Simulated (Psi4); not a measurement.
chlorine atom (Cl), doublet; MP2/def2-SVP run with Psi4.

Input for Psi4:
```
memory 2 GB

molecule mol {
0 2
Cl    0.000000    0.000000    0.000000
}

set {
  basis def2-svp
  reference uhf
}

energy('mp2')
print_variables()
```

### Question
Predict the main parts of the log of this Psi4 run.

### Answer

```
    SCF Algorithm Type (re)set to DF.

   => Loading Basis Set <=

    Name: DEF2-SVP
    Role: ORBITAL
    Keyword: BASIS

         ---------------------------------------------------------
                                   SCF
               by Justin Turney, Rob Parrish, Andy Simmonett
                          and Daniel G. A. Smith
                              UHF Reference
         ---------------------------------------------------------

  ==> Geometry <==

    Molecular point group: d2h
    Geometry (in Angstrom), charge = 0, multiplicity = 2:

       Center              X                  Y                   Z               Mass
    ------------   -----------------  -----------------  -----------------  -----------------
         CL           0.000000000000     0.000000000000     0.000000000000    34.968852682000

  Running in d2h symmetry.

  Rotational constants: A = ************  B = ************  C = ************ [cm^-1]
  Rotational constants: A = ************  B = ************  C = ************ [MHz]
  Nuclear repulsion =    0.000000000000000

  Charge       = 0
  Multiplicity = 2
  Electrons    = 17
  Nalpha       = 9
  Nbeta        = 8

  ==> Algorithm <==

  SCF Algorithm Type is DF.
  DIIS enabled.
  MOM disabled.
  Fractional occupation disabled.
  Guess Type is CORE.
  Energy threshold   = 1.00e-08
  Density threshold  = 1.00e-08
  Integral threshold = 1.00e-12

  ==> Primary Basis <==

  Basis Set: DEF2-SVP
    Blend: DEF2-SVP
    Number of shells: 8
    Number of basis functions: 18
    Number of Cartesian functions: 19
    Spherical Harmonics?: true
    Max angular momentum: 2

   => Loading Basis Set <=

    Name: (DEF2-SVP AUX)
    Role: JKFIT
    Keyword: DF_BASIS_SCF

  ==> Integral Setup <==

  SCF_SUBTYPE=INCORE selected. In-core MEM_DF algorithm will be used.
  Using in-core AOs.

  ==> MemDFJK: Density-Fitted J/K Matrices <==

    J tasked:                   Yes
    K tasked:                   Yes
    wK tasked:                   No
    Algorithm:                 Core
    Schwarz Cutoff:           1E-12
    Mask sparsity (%):       0.0000
    Fitting Condition:        1E-10

   => Auxiliary Basis Set <=

  Basis Set: (DEF2-SVP AUX)
    Blend: DEF2-UNIVERSAL-JKFIT
    Number of shells: 38
    Number of basis functions: 128
    Number of Cartesian functions: 155
    Spherical Harmonics?: true
    Max angular momentum: 4

  Minimum eigenvalue in the overlap matrix is 1.1597765220E-01.
  Reciprocal condition number of the overlap matrix is 5.3524424363E-02.
    Using symmetric orthogonalization.

  ==> Pre-Iterations <==

  SCF Guess: Core (One-Electron) Hamiltonian.

   -------------------------------------------------------
    Irrep   Nso     Nmo     Nalpha   Nbeta   Ndocc  Nsocc
   -------------------------------------------------------
     Ag         6       6       3       3       3       0
     B1g        1       1       0       0       0       0
     B2g        1       1       0       0       0       0
     B3g        1       1       0       0       0       0
     Au         0       0       0       0       0       0
     B1u        3       3       2       1       1       1
     B2u        3       3       2       2       2       0
     B3u        3       3       2       2       2       0
   -------------------------------------------------------
    Total      18      18       9       8       8       1
   -------------------------------------------------------

  ==> Iterations <==

                           Total Energy        Delta E     RMS |[F,P]|

   @DF-UHF iter   1:  -455.13176698555986   -4.55132e+02   2.59323e-01 ADIIS
   @DF-UHF iter   2:  -459.22410091124038   -4.09233e+00   7.38255e-02 DIIS/ADIIS
   @DF-UHF iter   3:  -459.31751116162377   -9.34103e-02   8.06034e-03 DIIS/ADIIS
   @DF-UHF iter   4:  -459.31925200597732   -1.74084e-03   8.11402e-04 DIIS/ADIIS
   @DF-UHF iter   5:  -459.31928977131741   -3.77653e-05   2.41926e-04 DIIS/ADIIS
[...]
    DOCC [     3,    0,    0,    0,    0,    1,    2,    2 ]
    SOCC [     0,    0,    0,    0,    0,    1,    0,    0 ]
    NA   [     3,    0,    0,    0,    0,    2,    2,    2 ]
    NB   [     3,    0,    0,    0,    0,    1,    2,    2 ]

  @DF-UHF Final Energy:  -459.31929394827978

   => Energetics <=

    Nuclear Repulsion Energy =              0.0000000000000000
    One-Electron Energy =                -634.8229983644043841
    Two-Electron Energy =                 175.5037044161246342
    Total Energy =                       -459.3192939482797783

  UHF NO Occupations:
  HONO-2 :    2B2u 1.9999880
  HONO-1 :    3 Ag 1.9973177
  HONO-0 :    2B1u 1.0000000
  LUNO+0 :    4 Ag 0.0026823
  LUNO+1 :    3B2u 0.0000120
  LUNO+2 :    3B3u 0.0000120
  LUNO+3 :    3B1u 0.0000011

Computation Completed

Properties will be evaluated at   0.000000,   0.000000,   0.000000 [a0]

Properties computed using the SCF density matrix

 Multipole Moments:

 ------------------------------------------------------------------------------------
     Multipole            Electronic (a.u.)      Nuclear  (a.u.)        Total (a.u.)
 ------------------------------------------------------------------------------------

 L = 1.  Multiply by 2.5417464519 to convert [e a0] to [Debye]
 Dipole X            :          0.0000000            0.0000000            0.0000000
 Dipole Y            :          0.0000000            0.0000000            0.0000000
 Dipole Z            :          0.0000000            0.0000000            0.0000000
 Magnitude           :                                                    0.0000000

 ------------------------------------------------------------------------------------

  //>>>>>>>>>>>>>>>>>>>>>>>>>>>>>>>>>>>//
  //               DFMP2               //
  //<<<<<<<<<<<<<<<<<<<<<<<<<<<<<<<<<<<//

   => Loading Basis Set <=

    Name: (DEF2-SVP AUX)
    Role: RIFIT
    Keyword: DF_BASIS_MP2

	 --------------------------------------------------------
	                          DF-MP2
	      2nd-Order Density-Fitted Moller-Plesset Theory

	        Rob Parrish, Justin Turney, Andy Simmonett,
	           Ed Hohenstein, and C. David Sherrill
	 --------------------------------------------------------

	 --------------------------------------------------------
	                 NBF =    18, NAUX =    62
	 --------------------------------------------------------
	   CLASS    FOCC     OCC    AOCC    AVIR     VIR    FVIR
	   ALPHA       0       9       9       9       9       0
	    BETA       0       8       8      10      10       0
	 --------------------------------------------------------

	-----------------------------------------------------------
	 ==================> DF-MP2 Energies <====================
	-----------------------------------------------------------
	 Reference Energy          =    -459.3192939482797783 [Eh]
	 Singles Energy            =      -0.0000000000000000 [Eh]
	 Same-Spin Energy          =      -0.0296831529260808 [Eh]
	 Opposite-Spin Energy      =      -0.0876143219239752 [Eh]
	 Correlation Energy        =      -0.1172974748500560 [Eh]
	 Total Energy              =    -459.4365914231298120 [Eh]
	-----------------------------------------------------------
	 ================> DF-SCS-MP2 Energies <==================
	-----------------------------------------------------------
	 SCS Same-Spin Scale       =       0.3333333333333333 [-]
	 SCS Opposite-Spin Scale   =       1.2000000000000000 [-]
	 SCS Same-Spin Energy      =      -0.0098943843086936 [Eh]
	 SCS Opposite-Spin Energy  =      -0.1051371863087703 [Eh]
	 SCS Correlation Energy    =      -0.1150315706174639 [Eh]
	 SCS Total Energy          =    -459.4343255188972535 [Eh]
	-----------------------------------------------------------

  Variable Map:
  ----------------------------------------------------------------------------
[...]
  Array Variable Map:
  ----------------------------------------------------------------------------
[...]
[...]
```
